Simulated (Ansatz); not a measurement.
C2H6OSi2 (`O=C=C([SiH3])[SiH3]`). The species carries charge 0 and has multiplicity 1. All single points use the PBE0-D4/def2-TZVP geometry.

```xyz
11

O    -1.313   -2.164    1.401
C    -0.788   -1.299    0.841
C    -0.196   -0.324    0.210
Si   -1.247    0.920   -0.675
Si    1.656   -0.247    0.239
H    -0.995    2.277   -0.126
H    -0.905    0.934   -2.121
H    -2.678    0.565   -0.500
H     2.099    1.036    0.845
H     2.181   -1.385    1.034
H     2.187   -0.313   -1.147
```

Problem. What is the dipole moment at B3LYP/def2-TZVPP? (Estimate.)

Solution. Computed: 1.12 D, with components (0.51, 0.84, -0.54) D in this frame, pointing from negative to positive charge.

Problem. And with PBE, r2SCAN, ωB97M-V? (Best estimate.)

Solution. Ansatz gave: PBE 0.99 D, r2SCAN 1.05 D, ωB97M-V 1.02 D.

Problem. Give the Mulliken charges with B3LYP, ωB97M-V, PBE in def2-TZVPP. (Best estimate.)

Solution. Computed: 
```
atom  B3LYP  ωB97M-V    PBE
  O1  -0.14    -0.16  -0.10
  C2   0.24     0.28   0.14
  C3  -0.33    -0.39  -0.19
 Si4   0.27     0.18   0.20
 Si5   0.27     0.18   0.20
  H6  -0.05    -0.02  -0.04
  H7  -0.05    -0.02  -0.04
  H8  -0.05    -0.01  -0.04
  H9  -0.05    -0.02  -0.04
 H10  -0.05    -0.01  -0.04
 H11  -0.05    -0.02  -0.04
```

B3LYP here is the variant with VWN-RPA as its local correlation; programs differ in this.
